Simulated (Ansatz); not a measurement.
Reaction (ligand exchange at the Si–C bond): `NC(S)C[SiH3]` + `O[AsH2]` → `[SiH3]O[AsH2]` + `CC(N)S`

Program: Ansatz. Geometries: PBE0-D4/def2-TZVP. ΔE: electronic, gas phase. CCSD(T)/CBS is the MP2 limit (def2-TZVPP, def2-QZVPP) plus CCSD(T) − MP2 in def2-TZVPP, frozen cores. Functionals use def2-TZVPP. For As outer-core shells are correlated without core-valence functions, which leaves a few kJ/mol of doubt a bond. Scalar relativity is left out up to krypton. Each species was taken in one conformer, which may not be the lowest.

Is it downhill or uphill in electronic energy at CCSD(T)/CBS, and by how much? (An estimate is asked.)

Ansatz gave: Downhill: ΔE = -96.1 kJ/mol.

What do these levels give: PBE-D4, revPBE-D4, r2SCAN-D4, B97M-V, CAM-B3LYP-D4, PBE, BLYP, r2SCANh, BHLYP, CAM-B3LYP, MP2/def2-TZVPP, MP2/CBS(def2)? (Estimate.)

The calculation gave: PBE-D4 -81.2, revPBE-D4 -79.6, r2SCAN-D4 -93.1, B97M-V -98.1, CAM-B3LYP-D4 -102.0, PBE -84.3, BLYP -100.9, r2SCANh -95.1, BHLYP -110.5, CAM-B3LYP -105.0, MP2/def2-TZVPP -97.1, MP2/CBS(def2) -96.9 kJ/mol.

What do rigid-rotor, harmonic-oscillator terms from PBE0-D4/def2-TZVP frequencies (298.15 K, 1 bar) make of the CCSD(T)/CBS value? (An estimate is asked.)

Computed: ΔZPE = +2.0 kJ/mol, ΔH = -93.9 kJ/mol, ΔS = 22 J/(mol·K), ΔG = -100.5 kJ/mol. Modes under 50 cm⁻¹ make the entropy rough.

Largest T1 diagnostic among the species: 0.012.

Leaving LDA and LC-ωPBE aside and taking each functional with its dispersion term where it has one, the values, not all of them listed here, spread over 27.3 kJ/mol, from BHLYP-D4 to revPBE-D4. LDA lies +5.6 kJ/mol from PBE without D4. The D4 term adds +4.9 kJ/mol with B3LYP and +2.9 kJ/mol with PBE0; it sums over pairs of atoms, weighted by their polarisabilities, and B3LYP, whose exchange is more repulsive, gets the larger term.

B3LYP here is the variant with VWN-RPA as its local correlation; programs differ in this.
